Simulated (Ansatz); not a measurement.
C2H6OZn (`C[O][Zn][CH3]`), 10 atoms. Charge 0, multiplicity 1. For Zn the d shell is correlated and the shells below it are frozen. Scalar relativity is left out up to krypton. Hardware: A = 2 threads of an AMD EPYC 7R13 on a shared host; B = 2 threads of an AMD EPYC 7R13 on a shared host and a share of an NVIDIA H100 80 GB. Correlated methods freeze the cores. Open-shell runs search over several starts.

(1) Give the basis size and wall time and peak host memory of each of these runs in Ansatz. UKS PBE-D4/def2-TZVPP energy of the cation [A]; RKS PBE0-D4/def2-TZVP relaxation (10 steps) [B]; RKS PBE-D4/def2-TZVPP energy and forces [A]; UKS B2PLYP (frozen core with 3s3p of Cu, Zn)/def2-TZVPP energy of the cation [A]; direct RPA on PBE orbitals with 3s3p of Cu, Zn/def2-TZVPP energy [A]; UHF-CCSD(T) with 3s3p of Cu, Zn/def2-TZVPP energy of the cation [B]; RHF-CCSD(T) with 3s3p of Cu, Zn/def2-SVP energy [A]; RKS PBE0-D4/def2-QZVPP energy [B]; UHF-MP2 with 3s3p of Cu, Zn/def2-QZVPP energy of the cation [B]; RHF-CCSD(T) with 3s3p of Cu, Zn/def2-QZVPP energy [B]; RKS PBE0-D4/def2-TZVP frequencies [B]; UKS ωB97M-V/def2-TZVPP energy of the cation [A]. (Best estimate.)

## Answers

(1) Ansatz gave: Other jobs shared the machine, so times are rough.

| level | job | functions | wall time | peak host memory (GiB) |
| --- | --- | --- | --- | --- |
| RKS PBE-D4/def2-TZVPP | energy and forces [A] | 241 | 5.5 s | 0.4 |
| direct RPA on PBE orbitals with 3s3p of Cu, Zn/def2-TZVPP | energy [A] | 241 | 8.5 s | 0.54 |
| RHF-CCSD(T) with 3s3p of Cu, Zn/def2-SVP | energy [A] | 103 | 9.5 s | 0.51 |
| RKS PBE0-D4/def2-QZVPP | energy [B] | 451 | 13 s | 0.92 |
| UHF-CCSD(T) with 3s3p of Cu, Zn/def2-TZVPP | energy of the cation [B] | 241 | 19 s | 1.1 |
| RHF-CCSD(T) with 3s3p of Cu, Zn/def2-QZVPP | energy [B] | 451 | 19 s | 2.2 |
| RKS PBE0-D4/def2-TZVP | relaxation (10 steps) [B] | 177 | 21 s | 0.85 |
| UKS PBE-D4/def2-TZVPP | energy of the cation [A] | 241 | 26 s | 0.68 |
| UHF-MP2 with 3s3p of Cu, Zn/def2-QZVPP | energy of the cation [B] | 451 | 33 s | 0.97 |
| UKS B2PLYP (frozen core with 3s3p of Cu, Zn)/def2-TZVPP | energy of the cation [A] | 241 | 55 s | 0.95 |
| UKS ωB97M-V/def2-TZVPP | energy of the cation [A] | 241 | 66 s | 1.5 |
| RKS PBE0-D4/def2-TZVP | frequencies [B] | 177 | 92 s | 0.85 |
